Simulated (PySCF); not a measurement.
Computed structure and properties of TaF4

System: TaF4 (doublet); start: displaced along the imaginary mode (D2d). Method: PySCF 2.14.0, UKS PBE0, Ta def2-SVP with ECP60, F def2-SVP; non-relativistic Hamiltonian with scalar-relativistic core potentials where named; density fitting; no spin-orbit coupling.

Input of the relaxation:

```python
mol = gto.M(atom='''
Ta     0.00000     0.00000    -0.00000
F      1.87846     0.00000    -0.25000
F     -0.00000     1.87846     0.25000
F     -1.87846    -0.00000    -0.25000
F      0.00000    -1.87846     0.25000''',
    basis={'Ta': 'def2-SVP', 'F': 'def2-SVP'},
    ecp={'Ta': 'def2-SVP'},
    charge=0, spin=1)
mf = dft.UKS(mol, xc='PBE0')
mf.grids.atom_grid = (50, 194)
mf = mf.density_fit()  # fitting sets: Ta def2-universal-JKFIT, F def2-universal-JKFIT
mf.conv_tol = 1e-08; mf.max_cycle = 55
mf.kernel(dm0)  # dm0: converged density of the start geometry
# quasi-Newton relaxation in Cartesian coordinates to a largest gradient under 0.00045 Eh/bohr, steps kept in the point group
```

Run from Python with OMP_NUM_THREADS=2; the lines above give its settings. Where DIIS fails, smearing, a level shift and second-order steps follow.
It took 20 s on 2 threads of Arm Neoverse V2, with other jobs on the host, from the converged density of the start.

Course of the relaxation:

```tsv
step	energy above end (eV)	largest force component within the symmetry (eV/Å)
0	0.3991	0.693
1	0.3027	0.327
2	0.1093	0.346
3	0.0072	0.278
4	0.0013	0.041
5	0.0002	0.040
6	0.0000	0.012
7	0.0000	0.001
```

Relaxed geometry (D2d):

```xyz
5

Ta    0.0000    0.0000    0.0000
F     1.7548    0.0000   -0.6464
F     0.0000    1.7548    0.6464
F    -1.7548    0.0000   -0.6464
F     0.0000   -1.7548    0.6464
```

| contact | Å |
| --- | --- |
| Ta1–F2 (F) | 1.870 |
| Ta1–F3 (F) | 1.870 |
| Ta1–F4 (F) | 1.870 |
| Ta1–F5 (F) | 1.870 |

On the finer grid (75, 302):

```
HOMO                                                          : -6.70 eV
LUMO                                                          : -2.72 eV
Dipole about the centre of mass                               : 0.00 D
Spin squared                                                  : 0.751
Set of Mulliken populations of Ta1 outside the core potential : s 2.49, p 6.31, d 2.65, f 0.23
D3(BJ) dispersion energy (not in the energies)                : -0.059 eV
```

```csv
atom,Mulliken (e),Löwdin (e),spin (e)
Ta1,1.32,0.48,1.00
F2,-0.33,-0.12,0.00
F3,-0.33,-0.12,0.00
F4,-0.33,-0.12,0.00
F5,-0.33,-0.12,0.00
```

On the grid (50, 194), as all that follows. Harmonic modes: a minimum; lowest 154 cm⁻¹ (negative: unstable), highest 714 cm⁻¹, zero-point energy 0.227 eV.

Taking off one F (charge -1, singlet; the rest: doublet) in vacuum, both parts rigid, costs 13.57 eV; the small basis without counterpoise inflates it. Most of it is the attraction of opposite charges; other ways to part are cheaper, and one spin state was tried for the rest.

Rigid scan of F along the line from its metal:

distance to F2 (Å), energy (eV) and a bar:
```
     1.57      2.406 #############
     1.67      0.889 #####
     1.77      0.187 #
     1.87      0.000 
     1.97      0.131 #
     2.07      0.453 ##
     2.27      1.365 #######
     2.57      2.861 ###############
     2.97      4.536 ########################
     3.47      5.643 ##############################
```

One start shape was tried, so this needn't be the lowest isomer.

Open shells may have lower solutions than the one found.
